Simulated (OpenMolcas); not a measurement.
## 3d3 ions of rising charge with 6 fluoride ligands in octahedral coordination

```yaml
Program: OpenMolcas 26.06
Method: CASSCF
Spin-orbit_coupling: RASSI with atomic mean-field integrals over the reference wave functions
```

The d shell is active. Anionic complexes are neutralised by point charges behind the ligands. Distances were set from a Shannon-type radius of the metal (high-spin where two are listed) plus a fixed donor radius (F 1.31 Å). Ligand basis ANO-RCC-VDZP, DKH2 Hamiltonian. States (labels of O, the rotations of Oh). Energies in cm-1 above the lowest state or level, χT in cm3 K/mol; 10Dq and B are least-squares fits to the states below 45000 cm-1, weighted by degeneracy, with a free offset, and given where the rms deviation is under 5 % of |10Dq| (or 100 cm-1) and under 700 cm-1. Spin-only χT is S(S+1) / 2 for the spin of the ground state.

```csv
Ion,Shell,R (Å),Metal basis,Outer charge (e at Å behind ligand),Ground state,First state of that spin,10Dq,B (rms of fit),First gap with spin-orbit (degeneracies),χT at 300 K,First state of another spin,Spin-only χT
V2+,3d3,2.1,ANO-RCC-VTZP,0.67 at 3.2,4A2,4T2 9467,9860,931 (142),"9399 (4, 2)",1.850,2E 16740,1.875
Cr3+,3d3,1.93,ANO-RCC-VDZP,0.5 at 2.4,4A2,4T2 13492,13367,1075 (63),"13385 (4, 2)",1.826,2E 19441,1.875
Mn4+,3d3,1.84,ANO-RCC-VDZP,0.33 at 2.4,4A2,4T2 19546,,,"19395 (4, 2)",1.827,2E 21331,1.875
```

The rows also differ in their metal basis and outer charges, so part of each step comes from that.

|10Dq| changes by a factor of 13367 / 9860 = 1.36 from V2+ to Cr3+.

B goes from 931 cm-1 (V2+) to 1075 cm-1 (Cr3+). In real complexes covalency offsets the rise of B with charge, which this model largely misses.

χT departs most from the spin-only value for Cr3+, by -0.049 cm3 K/mol.

Without dynamic correlation the repulsion within the d shell is too large (B by tens of per cent), so at a given field states of lower spin stand too high. Ligand-to-metal charge-transfer states are missing. With no ligand orbital active B as a rule stays too high, so bands that hang on it stand too high and its fall with covalency is understated. With metal d orbitals alone and no dynamic correlation the field as a rule comes out too small, by tens of per cent, by up to half for chloride and softer ligands. The least metal-like active orbital is 80 % on the metal (Löwdin) and no ligand orbital is active, so the numbers are rough (holds for Mn4+). No measured value stands beside these numbers; the geometry is a model, was not optimised and need not be the one that this ion takes.
